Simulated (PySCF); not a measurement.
4H-1,3,5-dioxazine (C3H5NO2), SMILES O1COCN=C1. The structure is a stationary point at ωB97X-D3(BJ)/def2-SVP. Other conformers were not sampled.

Computed equilibrium geometry at ωB97X-D3(BJ)/def2-SVP (PySCF confirms it by a frequency run) as a Z-matrix (one conformer of several):
```
O
C 1 1.3825
H 2 1.0973 1 108.88
H 2 1.1098 3 110.43 1 122.61
C 1 1.4201 2 110.43 3 -179.09
H 5 1.0998 1 105.92 2 165.25
H 5 1.1082 6 108.29 1 -118.49
O 2 1.4227 3 107.04 4 117.06
C 8 1.3521 2 112.56 3 162.70
N 9 1.2647 8 126.61 2 -10.61
H 9 1.0980 10 121.82 5 175.44
```
